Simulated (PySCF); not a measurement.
## Si3H6ClF

The system: Si3H6ClF, a small molecule; neutral, singlet. The structure, one conformer, was relaxed in the gas phase by PBE0-D3(BJ)/def2-SVP. No frequency run checks that it is a minimum.

SMILES: F[Si]([SiH3])([SiH3])Cl

Coordinates in Å:
```
Si1    -0.636   -0.059   -0.527
Si2     0.891   -1.819   -0.277
Si3    -0.218    1.912    0.668
Cl4    -2.482   -0.767    0.101
F5     -0.762    0.308   -2.111
H6      2.225   -1.426   -0.824
H7      1.021   -2.110    1.183
H8      0.382   -3.027   -0.991
H9     -1.341    2.872    0.455
H10     1.069    2.524    0.216
H11    -0.116    1.562    2.117
```

Shieldings: GIAO PBE0/pcSseg-2. Shifts are against computed references at the same level: H TMS (σ 31.24 ppm), Si TMS (σ 341.3 ppm). Core levels by delta-SCF with SCAN, pcX-2 on the ionised atom and pcseg-1 elsewhere, spin-free X2C (2p3/2 is the spin-free 2p value less a third of a first-order spin-orbit splitting); from the vacuum level, for chosen atoms.

(1) Give the shieldings and core levels atom by atom.

(2) Which of Si1, Si2 holds its core electrons tightest, and by how much against the loosest?

(3) By CAM-B3LYP/def2-SVPD (TDDFT singlets, Tamm-Dancoff triplets, ionisation by delta-SCF), where does absorption start, and what does vertical ionisation take?

Answers

(1) 
| atoms | bonded to | σ (ppm) | δ (ppm) | core level (eV) |
| --- | --- | --- | --- | --- |
| Si1 | 1 Cl + 1 F + 2 Si | 292.4 | 48.9 | 2p3/2 108.18 |
| Si2 Si3 | 1 Si + 3 H | 447.0 | -105.7 | 2p3/2 106.92 |
| Cl4 | 1 Si | 843.9 | - | 2p3/2 205.97 |
| F5 | 1 Si | 335.0 | - | 1s 692.25 |
| H6 H7 H8 | 1 Si | 27.60 | 3.65 | - |
| H9 H10 H11 | 1 Si | 27.60 | 3.65 | - |

Values are those of this one static structure, with the three H of a rotating XH3 group averaged; atoms that internal rotation interchanges would show their mean in an NMR spectrum.

(2) Si1 (bonded to 1 Cl + 1 F + 2 Si), by 1.26 eV over Si2 (bonded to 1 Si + 3 H).

(3) The lowest singlet lies at 5.90 eV (f 0.043), the strongest of the first 6 at 7.24 eV (f 0.380), the lowest triplet at 5.19 eV; vertical ionisation takes 9.85 eV.
